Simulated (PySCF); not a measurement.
Gas-phase reaction: Cd + 2 F → CdF2

Method: PySCF energies plus ideal-gas RRHO corrections (1 bar). † marks an energy on the PBE0/def2-TZVP geometry and frequencies; other levels use their own. MP2 and CCSD(T) freeze the core. Open shells (unrestricted): F (multiplicity 2, electronic degeneracy 6); the rest are closed-shell singlets. Spin-orbit splitting is ignored; it lowers the true energy and changes the entropy of F. B3LYP is the form with VWN-RPA correlation. Cd: scalar-relativistic def2 core potential, no spin-orbit coupling. MP2 isn't extrapolated to the basis-set limit; its ΔH°(298 K) is -641.8 kJ in def2-SVP and -672.0 kJ in def2-TZVPP. CCSD(T) isn't extrapolated to the basis-set limit; its ΔH°(298 K) is -591.2 kJ in def2-SVP and -625.1 kJ in def2-TZVPP. The harmonic model lacks anharmonicity and excited electronic states, which grow with temperature; levels with a mode under 35 cm⁻¹ are left out.

```
level              ΔE electronic, kJ  ΔH°(298 K), kJ  ΔS°(298 K), J/K  ΔG°(1000 K), kJ
-----------------  -----------------  --------------  ---------------  ---------------
B3LYP/def2-TZVP†                -626            -623             -226             -395
CCSD(T)/def2-SVP†               -594            -591             -226             -363
MP2/def2-TZVPP†                 -675            -672             -226             -444
PBE/def2-TZVP†                  -684            -681             -226             -453
PBE0/def2-TZVP                  -635            -632             -226             -404
LDA/def2-TZVP†                  -820            -817             -226             -589
```
ΔH° is lowest at LDA/def2-TZVP† and highest at CCSD(T)/def2-SVP†. No reference value is set beside these.
